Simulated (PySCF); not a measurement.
C5H9N.

```xyz
15

C      2.1364    -0.5997     0.7748
C      1.5539    -0.3436    -0.4083
N      0.4509     0.4696    -0.6304
C     -0.7224     0.2607    -0.1719
C     -1.1573    -0.9488     0.6240
C     -1.7932     1.2844    -0.4469
H      1.7243    -0.2117     1.7102
H      3.0701    -1.1635     0.8229
H      2.0266    -0.7005    -1.3334
H     -1.3746    -0.6581     1.6660
H     -2.0944    -1.3544     0.2091
H     -0.3893    -1.7324     0.6409
H     -2.2332     1.6474     0.4978
H     -2.6175     0.8364    -1.0281
H     -1.3729     2.1315    -1.0037
```

Geometry: B3LYP-D3(BJ)/def2-SVP. One conformer was computed; it need not be the lowest.

All values below come from KT2/pcSseg-1 (PySCF). Non-relativistic, no solvent.

Q: Give the absolute GIAO shielding of each atom: isotropic value and principal components (ppm). (An estimate is asked for; the answer gives what the named calculation found.)

A: 
```json
[
 {"atom": "C1", "σ(iso)": "90.9", "σ11": "15.4", "σ22": "99.5", "σ33": "157.8", "span": "142.5"},
 {"atom": "C2", "σ(iso)": "39.8", "σ11": "-60.5", "σ22": "59.3", "σ33": "120.7", "span": "181.2"},
 {"atom": "N3", "σ(iso)": "-94.3", "σ11": "-331.0", "σ22": "-101.0", "σ33": "149.0", "span": "480.0"},
 {"atom": "C4", "σ(iso)": "24.6", "σ11": "-49.3", "σ22": "-2.0", "σ33": "125.2", "span": "174.5"},
 {"atom": "C5", "σ(iso)": "164.9", "σ11": "143.8", "σ22": "164.8", "σ33": "186.1", "span": "42.3"},
 {"atom": "C6", "σ(iso)": "153.2", "σ11": "133.8", "σ22": "139.2", "σ33": "186.5", "span": "52.6"},
 {"atom": "H7", "σ(iso)": "27.2", "σ11": "24.5", "σ22": "26.7", "σ33": "30.5", "span": "6.1"},
 {"atom": "H8", "σ(iso)": "26.9", "σ11": "24.7", "σ22": "26.3", "σ33": "29.8", "span": "5.1"},
 {"atom": "H9", "σ(iso)": "24.3", "σ11": "22.7", "σ22": "23.6", "σ33": "26.7", "span": "3.9"},
 {"atom": "H10", "σ(iso)": "29.6", "σ11": "27.0", "σ22": "27.2", "σ33": "34.8", "span": "7.8"},
 {"atom": "H11", "σ(iso)": "29.7", "σ11": "26.2", "σ22": "28.7", "σ33": "34.2", "span": "8.0"},
 {"atom": "H12", "σ(iso)": "28.3", "σ11": "23.3", "σ22": "29.0", "σ33": "32.5", "span": "9.1"},
 {"atom": "H13", "σ(iso)": "29.2", "σ11": "26.2", "σ22": "28.2", "σ33": "33.2", "span": "7.0"},
 {"atom": "H14", "σ(iso)": "29.2", "σ11": "26.4", "σ22": "27.9", "σ33": "33.3", "span": "6.9"},
 {"atom": "H15", "σ(iso)": "29.2", "σ11": "26.1", "σ22": "27.5", "σ33": "34.1", "span": "8.0"}
]
```
